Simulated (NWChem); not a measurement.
All runs are NWChem calculations. System: pentafluoroethane (C2HF5), charge 0, spin multiplicity 1, at a geometry optimised with B3LYP/def2-SVP. Level: RHF/def2-SVP.

Job file:

```
start mol
memory heap 200 mb stack 900 mb global 1100 mb
geometry units angstroms nocenter noautoz
  F     -0.425555    -1.397625    -1.098142
  C      0.205503    -0.940297     0.000000
  F     -0.425555    -1.397625     1.098142
  C      0.157268     0.595331     0.000000
  F     -1.096410     1.042633     0.000000
  F      0.783191     1.062857     1.085036
  F      0.783191     1.062857    -1.085036
  H      1.253604    -1.288081     0.000000
  symmetry group Cs
end
basis spherical
  * library def2-svp
end
scf
  rhf
  nopen 0
  maxiter 100
  thresh 1e-7
  semidirect memsize 60000000 filesize 0
end
task scf energy
```

Part of the output:

```
             Northwest Computational Chemistry Package (NWChem) 7.3.0
             --------------------------------------------------------

                                NWChem Input Module
                                -------------------

 Scaling coordinates for geometry "geometry" by  1.889725989
 (inverse scale =  0.529177249)

 Turning off AUTOSYM since
 SYMMETRY directive was detected!

                             Geometry "geometry" -> ""
                             -------------------------

 Output coordinates in angstroms (scale by  1.889725989 to convert to a.u.)

  No.       Tag          Charge          X              Y              Z
 ---- ---------------- ---------- -------------- -------------- --------------
    1 F                    9.0000    -0.42555500    -1.39762500    -1.09814200
    2 C                    6.0000     0.20550300    -0.94029700     0.00000000
    3 F                    9.0000    -0.42555500    -1.39762500     1.09814200
    4 C                    6.0000     0.15726800     0.59533100     0.00000000
    5 F                    9.0000    -1.09641000     1.04263300     0.00000000
    6 F                    9.0000     0.78319100     1.06285700     1.08503600
    7 F                    9.0000     0.78319100     1.06285700    -1.08503600
    8 H                    1.0000     1.25360400    -1.28808100     0.00000000

 Effective nuclear repulsion energy (a.u.)     359.4528782660

            Nuclear Dipole moment (a.u.)
            ----------------------------
        X                 Y               Z
 ---------------- ---------------- ----------------
    -0.0000226767    -0.0000075589     0.0000000000

      Symmetry information
      --------------------

 Group name             Cs
 Group number              2
 Group order               2
 No. of unique centers     6

      Symmetry unique atoms

     1    2    4    5    6    8


 Summary of "ao basis" -> "" (spherical)
 ------------------------------------------------------------------------------
       Tag                 Description            Shells   Functions and Types
 ---------------- ------------------------------  ------  ---------------------
 *                          def2-svp                  on all atoms

 Summary of "ao basis" -> "ao basis" (spherical)
 ------------------------------------------------------------------------------
       Tag                 Description            Shells   Functions and Types
 ---------------- ------------------------------  ------  ---------------------
 F                          def2-svp                 6       14   3s2p1d
 C                          def2-svp                 6       14   3s2p1d
 H                          def2-svp                 3        5   2s1p

                                 NWChem SCF Module
                                 -----------------

  ao basis        = "ao basis"
  functions       =   103
  atoms           =     8
  closed shells   =    29
  open shells     =     0
  charge          =   0.00
  wavefunction    = RHF
  use symmetry    = T
  symmetry adapt  = T

 Summary of "ao basis" -> "ao basis" (spherical)
 ------------------------------------------------------------------------------
       Tag                 Description            Shells   Functions and Types
 ---------------- ------------------------------  ------  ---------------------
 F                          def2-svp                 6       14   3s2p1d
 C                          def2-svp                 6       14   3s2p1d
 H                          def2-svp                 3        5   2s1p

      Symmetry analysis of basis
      --------------------------

        a'         62
        a"         41

 Forming initial guess at       0.0s

      Superposition of Atomic Density Guess
      -------------------------------------

 Sum of atomic energies:        -572.21145690

      Non-variational initial energy
      ------------------------------

 Total energy =    -574.327907
 1-e energy   =   -1513.532767
 2-e energy   =     579.751982
 HOMO         =      -0.351679
 LUMO         =       0.185632

      Symmetry analysis of molecular orbitals - initial
      -------------------------------------------------

  Numbering of irreducible representations:

     1 a'          2 a"

  Orbital symmetries:

     1 a'          2 a'          3 a"          4 a'          5 a"
     6 a'          7 a'          8 a'          9 a'         10 a"
    11 a'         12 a"         13 a'         14 a'         15 a'
    16 a"         17 a'         18 a"         19 a'         20 a'
    21 a"         22 a'         23 a"         24 a"         25 a'
    26 a"         27 a"         28 a'         29 a'         30 a'
    31 a"         32 a'         33 a'         34 a'         35 a"
    36 a'         37 a'         38 a'         39 a"

 Starting SCF solution at       0.4s

 ----------------------------------------------
         Quadratically convergent ROHF

 Convergence threshold     :          1.000E-07
 Maximum no. of iterations :          100
 Final Fock-matrix accuracy:          1.000E-09
 ----------------------------------------------

              iter       energy          gnorm     gmax       time
             ----- ------------------- --------- --------- --------
                 1     -572.8559616034  1.97D+00  4.04D-01      0.4
                 2     -573.0412992210  4.15D-01  1.05D-01      0.5
                 3     -573.0539278467  1.30D-01  2.05D-02      0.5
                 4     -573.0551821190  1.15D-02  2.05D-03      0.7
                 5     -573.0551938537  4.41D-05  1.06D-05      0.8
                 6     -573.0551938539  5.15D-09  1.09D-09      1.1

       Final RHF  results
       ------------------

         Total SCF energy =   -573.055193853913
      One-electron energy =  -1512.687731929823
      Two-electron energy =    580.179659809917
 Nuclear repulsion energy =    359.452878265993

        Time for solution =      0.7s

       Symmetry analysis of molecular orbitals - final
       -----------------------------------------------

  Numbering of irreducible representations:

     1 a'          2 a"

  Orbital symmetries:

     1 a'          2 a"          3 a'          4 a'          5 a"
     6 a'          7 a'          8 a'          9 a'         10 a"
    11 a'         12 a"         13 a'         14 a'         15 a'
    16 a'         17 a"         18 a'         19 a"         20 a'
    21 a"         22 a'         23 a"         24 a'         25 a"
    26 a"         27 a"         28 a'         29 a'         30 a'
    31 a"         32 a'         33 a'         34 a'         35 a"
    36 a'         37 a'         38 a'         39 a"

             Final eigenvalues
             -----------------

              1
    1  -26.3611
    2  -26.3611
    3  -26.3585
    4  -26.3425
    5  -26.3425
    6  -11.5397
    7  -11.4596
    8   -1.7422
    9   -1.6808
   10   -1.6422
   11   -1.6403
   12   -1.6162
   13   -1.0737
   14   -0.9494
   15   -0.8707
   16   -0.8611
   17   -0.8597
   18   -0.8128
   19   -0.7972
   20   -0.7379
   21   -0.7358
   22   -0.7341
   23   -0.7082
   24   -0.6922
   25   -0.6910
   26   -0.6768
   27   -0.6676
   28   -0.6452
   29   -0.5641
   30    0.1827
   31    0.2576
   32    0.2761
   33    0.3843
   34    0.4091
   35    0.4299
   36    0.4709
   37    0.5456
   38    0.6203
   39    0.6847

                       ROHF Final Molecular Orbital Analysis
                       -------------------------------------

 Vector   27  Occ=2.000000D+00  E=-6.675661D-01  Symmetry=a"
              MO Center= -2.5D-01, -1.1D+00, -4.2D-15, r^2= 2.5D+00
   Bfn.  Coefficient  Atom+Function         Bfn.  Coefficient  Atom+Function
  ----- ------------  ---------------      ----- ------------  ---------------
     6      0.367759  1 F  pz                34      0.367759  3 F  pz
     9     -0.256733  1 F  pz                37     -0.256733  3 F  pz
     4     -0.198936  1 F  px                32      0.198936  3 F  px
     5     -0.180238  1 F  py                33      0.180238  3 F  py

 Vector   28  Occ=2.000000D+00  E=-6.451974D-01  Symmetry=a'
              MO Center=  9.0D-02, -8.4D-01, -4.0D-15, r^2= 2.5D+00
   Bfn.  Coefficient  Atom+Function         Bfn.  Coefficient  Atom+Function
  ----- ------------  ---------------      ----- ------------  ---------------
     4      0.336468  1 F  px                32      0.336468  3 F  px
     7     -0.244013  1 F  px                35     -0.244013  3 F  px
    99      0.241738  8 H  s                 18      0.237276  2 C  px
    17      0.184358  2 C  s                 75     -0.180759  6 F  py
    89     -0.180759  7 F  py

 Vector   29  Occ=2.000000D+00  E=-5.641304D-01  Symmetry=a'
              MO Center=  1.3D-01, -5.3D-01,  1.9D-15, r^2= 2.4D+00
   Bfn.  Coefficient  Atom+Function         Bfn.  Coefficient  Atom+Function
  ----- ------------  ---------------      ----- ------------  ---------------
    19      0.309402  2 C  py                47     -0.306703  4 C  py
    99     -0.260488  8 H  s                  5      0.237528  1 F  py
    33      0.237528  3 F  py                61     -0.195410  5 F  py
     8     -0.184305  1 F  py                36     -0.184305  3 F  py
    18     -0.179821  2 C  px                44      0.170313  4 C  s

 Vector   30  Occ=0.000000D+00  E= 1.826780D-01  Symmetry=a'
              MO Center=  1.6D+00, -1.4D+00, -6.5D-16, r^2= 2.4D+00
   Bfn.  Coefficient  Atom+Function         Bfn.  Coefficient  Atom+Function
  ----- ------------  ---------------      ----- ------------  ---------------
   100      2.334196  8 H  s                 17     -1.859485  2 C  s
    21     -1.037782  2 C  px                45      0.514418  4 C  s
    18     -0.289117  2 C  px                50     -0.158359  4 C  py

 Vector   31  Occ=0.000000D+00  E= 2.576128D-01  Symmetry=a"
              MO Center=  3.0D-01, -4.7D-01, -3.8D-15, r^2= 2.3D+00
   Bfn.  Coefficient  Atom+Function         Bfn.  Coefficient  Atom+Function
  ----- ------------  ---------------      ----- ------------  ---------------
    23      1.019470  2 C  pz                 3      0.537593  1 F  s
    31     -0.537593  3 F  s                 20      0.355454  2 C  pz
    51      0.336385  4 C  pz                48      0.294060  4 C  pz
    73     -0.241737  6 F  s                 87      0.241737  7 F  s
     7      0.218451  1 F  px                35     -0.218451  3 F  px

 Vector   32  Occ=0.000000D+00  E= 2.761085D-01  Symmetry=a'
              MO Center=  2.8D-01, -5.3D-01,  4.3D-16, r^2= 2.9D+00
   Bfn.  Coefficient  Atom+Function         Bfn.  Coefficient  Atom+Function
  ----- ------------  ---------------      ----- ------------  ---------------
    22      1.012607  2 C  py                49      0.839776  4 C  px
    45     -0.599274  4 C  s                100      0.581525  8 H  s
    59      0.515195  5 F  s                 17     -0.464836  2 C  s
     3      0.427266  1 F  s                 31      0.427266  3 F  s
    50      0.425332  4 C  py                46      0.290750  4 C  px

 center of mass
 --------------
 x =  -0.02557979 y =   0.02599155 z =   0.00000000

 moments of inertia (a.u.)
 ------------------
         874.428040655222        -106.096699095702           0.000000000000
        -106.096699095702         521.183475309884           0.000000000000
           0.000000000000           0.000000000000         748.858238992069

  Mulliken analysis of the total density
  --------------------------------------

    Atom       Charge   Shell Charges
 -----------   ------   -------------------------------------------------------
    1 F    9     9.32   1.99  1.13  0.81  3.34  2.05  0.01
    2 C    6     5.38   1.99  0.91  0.09  1.86  0.39  0.14
    3 F    9     9.32   1.99  1.13  0.81  3.34  2.05  0.01
    4 C    6     5.17   1.99  0.91 -0.01  1.78  0.30  0.20
    5 F    9     9.28   1.99  1.13  0.80  3.34  2.01  0.01
    6 F    9     9.29   1.99  1.13  0.80  3.34  2.02  0.01
    7 F    9     9.29   1.99  1.13  0.80  3.34  2.02  0.01
    8 H    1     0.94   0.77  0.14  0.02

       Multipole analysis of the density wrt the origin
       ------------------------------------------------

     L   x y z        total         open         nuclear
     -   - - -        -----         ----         -------
     0   0 0 0      0.000000      0.000000     58.000000

     1   1 0 0      0.659194      0.000000     -0.000023
     1   0 1 0     -0.289069      0.000000     -0.000008
     1   0 0 1     -0.000000      0.000000      0.000000

     2   2 0 0    -26.638008      0.000000     96.751127
     2   1 1 0     -2.111312      0.000000     47.097294
     2   1 0 1      0.000000      0.000000      0.000000
     2   0 2 0    -27.951664      0.000000    265.575557
     2   0 1 1     -0.000000      0.000000      0.000000
     2   0 0 2    -29.299990      0.000000    153.191308

 Task  times  cpu:        1.1s     wall:        1.1s

 Total times  cpu:        1.2s     wall:        1.2s
```
